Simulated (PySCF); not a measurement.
**How methods differ on the excitation energy of N**

N [He] 2s2 2p3 (4S) → N [He] 2s1 2p4 (4P), as a difference of total energies. Calculation: PySCF 2.14, in dyall-av2z (11s7p2d, 42 functions); the non-relativistic Hamiltonian (point nucleus). Correlated levels: valence: 1s2 frozen; virtual orbitals above 40 to 60 times the deepest correlated orbital energy dropped. The calculations carry no spin-orbit coupling.

```csv
method,excitation energy (cm⁻¹)
UHF,87936
LDA,85317
PBE,83951
PBE0,85882
r2SCAN,83375
revPBE,83613
CAM-B3LYP,87120
wB97X-V,89351
HSE06,85765
MP2 (valence),88880
SCS-MP2 (valence),88924
```

Errors of the correlated levels include the incompleteness of this basis and the frozen core.

Which method comes closest to the reference value, and which is furthest?

The reference is 88132 cm⁻¹ (measured; NIST levels, between the centres of gravity of the two terms). Closest: UHF (error -195.94 cm⁻¹); furthest: r2SCAN (error -4757.8 cm⁻¹).
